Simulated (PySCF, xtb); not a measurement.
ClFH₃NOSi, SMILES N[Si@@](O)(F)Cl. One conformer was computed; it need not be the lowest.

Harmonic wavenumbers (cm⁻¹) from GFN2-xTB (xtb 6.7.1) at its own minimum, in rising order: 145, 161, 204, 238, 262, 264, 297, 505, 556, 771, 807, 844, 913, 983, 1506, 3493, 3525, 3657.

Q: What does PBE-D3(BJ)/def2-SVP run with PySCF 2.14.0 give at its own minimum? (Estimate from the structure and the level; the computed values follow.)

A: 163, 190, 214, 269, 305, 318, 375, 446, 538, 772, 796, 861, 918, 970, 1490, 3492, 3587, 3750. Paired by order, the mean absolute difference is 31 cm⁻¹ and the zero-point energies are 27.4 and 27.8 kcal/mol.
